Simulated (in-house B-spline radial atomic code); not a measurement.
## Cr9+: [Ne] 3s2 3p3

Computed with an all-electron radial atomic-structure program (B-spline basis): Dirac-Kohn-Sham B97-1, spherical fractional occupations, Fermi nucleus of rms radius 3.6452 fm.

Z_r = [3n² - l(l+1)]/(2<r>); Z_e = n√(-2ε); the last column is Slater's effective charge. Values are occupation-weighted means over j.

```tsv
shell	electrons	ε (eV)	<r> (bohr)	Z_r	Z_e	Slater
1s	2	-6135.9	0.06354	23.61	21.24	23.70
2s	2	-895.91	0.2909	20.63	16.23	19.85
2p	6	-787.66	0.2579	19.39	15.22	19.85
3s	2	-260.44	0.8017	16.84	13.13	13.80
3p	3	-226.39	0.8135	15.36	12.24	13.80
```

The least bound orbital is 3p3/2 at -225.9 eV, and it is also the most diffuse (<r> = 0.8152 bohr).

Spin-orbit splittings of the orbital energies (j = l + 1/2 above j = l - 1/2 when positive): 2p 8.768 eV, 3p 1.469 eV.

For the 1s electron the small component carries 0.742 % of the norm, the zero-frequency Breit interaction raises the level by 6.461 eV, self-energy by 3.135 eV, and vacuum polarisation lowers it by 0.2554 eV.

Caution: exact exchange at fractional occupations of open shells leaves self-interaction of up to several eV.
